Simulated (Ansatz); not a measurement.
Cartesian coordinates (Å):
```xyz
21

B     -1.9709    -2.3609    -0.1321
C     -0.7070    -1.4693    -0.0785
C      0.5468    -2.1060    -0.0957
C      1.7571    -1.3794    -0.0624
C      1.7785     0.0211     0.0234
B      3.1471     0.7448     0.1744
C      0.5124     0.7218     0.0324
N      0.5437     2.0848     0.0726
C     -0.6028     2.7455     0.0682
C     -1.8764     2.1184     0.0200
C     -1.9327     0.7348    -0.0220
C     -0.7262    -0.0209    -0.0198
H     -1.8271    -3.5682    -0.1767
H     -3.1014    -1.9141    -0.1293
H      0.5776    -3.2055    -0.1469
H      2.7149    -1.9226    -0.0940
H      3.2372     1.8788     0.5880
H      4.1556     0.1125    -0.0873
H     -0.5369     3.8488     0.1082
H     -2.7929     2.7272     0.0188
H     -2.8965     0.2084    -0.0613
```
Charge 0, multiplicity 1.

Calculation: frozen-core CCSD(T)/cc-pVDZ // PBE-D3(BJ)/def2-SVP (Ansatz, a first-principles code). The restricted HF reference is unstable towards unrestricted orbitals.

| Property | Value |
|---|---|
| HF energy | -449.88252 Ha |
| MP2 correlation energy | -1.48358 Ha |

### Question
Estimate the CCSD correlation energy, the (T) correction, the total energy and the T1 diagnostic.

### Answer

```json
{
 "CCSD correlation energy": "-1.54723 Ha",
 "(T) correction": "-0.07368 Ha",
 "CCSD(T) total energy": "-451.50342 Ha",
 "T1 diagnostic": "0.012"
}
```
